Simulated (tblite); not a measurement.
C2H9InN (SMILES [CH3][In+]([CH3])<-[NH3]), charge +1, singlet, at a GFN2-xTB geometry (such geometries of metal compounds can be far from the true shape); GFN1-xTB (tblite).

Here is a job for tblite.
```
$ tblite run mol.xyz --method gfn1 --charge 1 --spin 0 --json tblite.json --no-restart

# file mol.xyz
13

In     0.01029216     0.25808808     0.06989038
C      1.73797640     0.84692082    -1.26039157
H      2.61736320     0.31016744    -0.90906612
H      1.88244548     1.92293075    -1.18576466
H      1.47689291     0.55587623    -2.27634374
C     -1.69717134     0.22996896     1.54824413
H     -2.56637048    -0.17166069     1.03031352
H     -1.87885657     1.24785044     1.88771495
H     -1.40043788    -0.41034404     2.37695452
N     -0.08325956    -2.14434856    -0.57701847
H     -0.74633417    -2.31444460    -1.33208764
H     -0.36877472    -2.74357612     0.19645205
H      0.81774317    -2.49401433    -0.90078781
```

It wrote (shortened):

```
xTB calculator
 | screened Coulomb repulsion
 | Coulomb electrostatics
 |  * isotropic Klopman-Ohno-Mataga-Nishimoto electrostatics
 |  * onsite third-order electrostatics
 | DFT-D3(BJ) dispersion correction

halogen bonding energy    0.0000000000000E+00 Eh
repulsion energy          1.6071729014180E-01 Eh
dispersion energy        -3.4347899090452E-03 Eh
number of electrons       2.4000000000000E+01 e
integral cutoff           4.0000000000000E+01 bohr

------------------------------------------------------------
  cycle        total energy    energy error   density error
------------------------------------------------------------
      1     -13.32192449702  -1.3479207E+01   5.3288078E-01
      2     -13.37804499840  -5.6120501E-02   2.7607523E-01
      3     -13.38190738276  -3.8623844E-03   5.7388942E-02
      4     -13.38389585554  -1.9884728E-03   1.3055879E-02
      5     -13.38409669688  -2.0084133E-04   2.5414720E-03
      6     -13.38410442079  -7.7239110E-06   4.3015112E-04
      7     -13.38410470220  -2.8140749E-07   2.1623537E-04
      8     -13.38410479332  -9.1122313E-08   4.3450330E-05
      9     -13.38410479547  -2.1541826E-09   1.1021179E-05
------------------------------------------------------------

electronic energy        -1.3541387295704E+01 Eh
total energy             -1.3384104795472E+01 Eh

Post processing:
 | Mayer-Wiberg bond orders

[Info] JSON dump of results written to 'tblite.json'
```
